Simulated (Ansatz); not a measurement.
`C[CH2][Mg][Br]` + H–F → `[F][Mg][Br]` + `CC` at 500 K and 1 bar (ligand exchange at a Mg–C bond).

Isolated molecules relaxed with PBE0-D4/def2-TZVP in Ansatz; ΔE leaves out vibrations. CBS: MP2 limit from def2 TZ/QZ plus the TZ coupled-cluster correction, frozen cores. This one scheme is used for every species. For Br, Mg outer-core shells are correlated without core-valence functions, which leaves a few kJ/mol of doubt a bond. Scalar relativity is left out up to krypton. One conformer a species, not always the lowest.

```csv
species,CCSD(T)/CBS energy (Eh),H − E (kJ/mol),S (J/(mol·K))
`C[CH2][Mg][Br]`,-2852.39929,210.5,399.9
H–F,-100.39570,39.4,188.7
`[F][Mg][Br]`,-2873.15166,33.2,306.4
`CC`,-79.71954,220.5,259.9
```

H − E and S are ideal-gas, rigid-rotor, harmonic terms from PBE0-D4/def2-TZVP, for one conformer and one mirror image of each species. 1 Eh = 2625.50 kJ/mol, R = 8.31446 J/(mol·K).

Problem. By hand: ΔE, ΔH, ΔS and ΔG.

Solution. ΔE = (-2873.15166) + (-79.71954) − (-2852.39929) − (-100.39570) = -0.07621 Eh = -200.1 kJ/mol. Δ(H − E) = 33.2 + 220.5 − 210.5 − 39.4 = 3.8, so ΔH = -196.3 kJ/mol. ΔS = 306.4 + 259.9 − 399.9 − 188.7 = -22.3 J/(mol·K). ΔG = -196.3 − 500 × (-22.3)/1000 = -185.2 kJ/mol.

Problem. By hand: the equilibrium constant, and the temperature at which ΔG would vanish if ΔH and ΔS stayed fixed.

Solution. log₁₀ K = −ΔG/(RT ln 10) = 19.3. ΔG = 0 at ΔH/ΔS = 8803 K, far beyond where these terms or the molecules hold.

ΔH outweighs TΔS. A doubt of 5 kJ/mol in ΔE shifts log₁₀ K by 0.5 here. Other conformers and mirror images would add mixing entropy, several J/(mol·K) or more a flexible species. These are equilibria of isolated gas molecules and say nothing of rates. Largest T1 diagnostic: 0.009 (customary marks: 0.02 for closed shells, 0.045 for open ones).
